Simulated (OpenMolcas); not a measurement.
## Co2+ in a point-charge field

Co2+ among 6 point charges of -1.6 e arranged as an octahedron (Oh), 1.96 Å from the ion.
```
   1.9600    0.0000    0.0000  -1.60
   0.0000    1.9600    0.0000  -1.60
  -1.9600    0.0000    0.0000  -1.60
   0.0000   -1.9600    0.0000  -1.60
   0.0000    0.0000    1.9600  -1.60
   0.0000    0.0000   -1.9600  -1.60
```

- Program: OpenMolcas
- Method: CASSCF
- Basis: ANO-RCC-VDZP [5s4p2d1f]
- Scalar Hamiltonian: DKH2, point nucleus
- Active space: 7 electrons in 5 orbitals (3d)
- State averaging: 2S+1 = 4 even, 10 roots; 2S+1 = 2 even, 40 roots
- Spin-orbit coupling: RASSI with atomic mean-field integrals over the reference wave functions

The lowest spin-free states (labels of O, the rotations of Oh), above the lowest:

```tsv
State	Degeneracy	E (cm-1)	Free-ion L (%)
4T1	3	0.0	F (99)
4T2	3	3858	F (100)
4A2	1	8580	F (100)
2E	2	17881	G (69)
2T1	3	20142	G (82)
2T2	3	20293	G (93)
4T1	3	21552	P (99)
2A1	1	22030	G (100)
2T1	3	25910	P (69)
2T1	3	27129	H (88)
2T2	3	27411	H (77)
2E	2	28603	H (79)
2E	2	30738	D (78)
2T1	3	30845	H (64)
2T2	3	31256	D (77)
2T2	3	45860	F (99)
2T1	3	45919	F (98)
2A2	1	46589	F (100)
2E	2	70406	D (100)
2T2	3	70726	D (99)
```

The lowest levels with spin-orbit coupling:

| E (cm-1) | Degeneracy | Label | 2S+1 | g |
| --- | --- | --- | --- | --- |
| 0.0 | 2 | Γ6 | 4 | 4.61 4.61 4.61 |
| 350.7 | 4 | Γ8 | 4 |  |
| 938.2 | 4 | Γ8 | 4 |  |
| 1083 | 2 | Γ7 | 4 | 0.63 0.63 0.63 |
| 4451 | 2 | Γ6 | 4 | 2.62 2.62 2.62 |
| 4534 | 4 | Γ8 | 4 |  |
| 4621 | 4 | Γ8 | 4 |  |
| 4808 | 2 | Γ7 | 4 | 2.62 2.62 2.62 |
| 9374 | 4 | Γ8 | 4 |  |
| 18496 | 4 | Γ8 | 2 |  |
| 20456 | 4 | Γ8 | 2 |  |
| 21089 | 2 | Γ6 | 2 | 0.22 0.22 0.22 |
| 21120 | 4 | Γ8 | 2 |  |
| 21387 | 2 | Γ7 | 2 | 2.13 2.13 2.13 |
| 21983 | 4 | Γ8 | 4 |  |
| 21986 | 2 | Γ7 | 4 | 2.52 2.52 2.52 |
| 22226 | 4 | Γ8 | 4 |  |
| 22626 | 2 | Γ6 | 4 | 2.59 2.59 2.59 |
| 22727 | 2 | Γ6 | 2 | 1.45 1.45 1.45 |
| 26479 | 4 | Γ8 | 2 |  |

Powder χT (cm3 K/mol): 2.01 at 2 K, 2.1 at 10 K, 2.54 at 50 K, 3.06 at 100 K, 3.68 at 200 K, 3.88 at 300 K. The effective moment at 300 K is 2.828 √(χT) = 5.57 μB.

The lowest level has 2S+1 = 4, for which the spin-only value is χT = S(S+1) / 2 = 1.875 cm3 K/mol (g = 2). The computed 3.884 at 300 K differs by +2.009, through orbital momentum, spin-orbit coupling and any other state in reach. With a threefold ground state the orbital momentum is unquenched, so the spin-only value is not expected to hold.

A least-squares ligand-field fit to the states below 45000 cm-1, each weighted by its degeneracy and with a free common offset, gives 10Dq = 4195 cm-1, B = 1231 cm-1 and C = 4520 cm-1 (C/B = 3.67), with an rms deviation of 162 cm-1.

An orbital triplet at a regular site is open to Jahn-Teller coupling, which can distort the site and quench the lowest spin-orbit gaps and is left out. Without dynamic correlation the repulsion within the d shell is too large (B by tens of per cent), so at a given field states of lower spin stand too high. Point charges carry no covalency, so the field is a model and not that of real ligands. No measured value stands beside these numbers.

The RASSCF and RASSI steps took 10 s on 1 thread of Arm Neoverse V1 (shared host); the integral step is not counted.
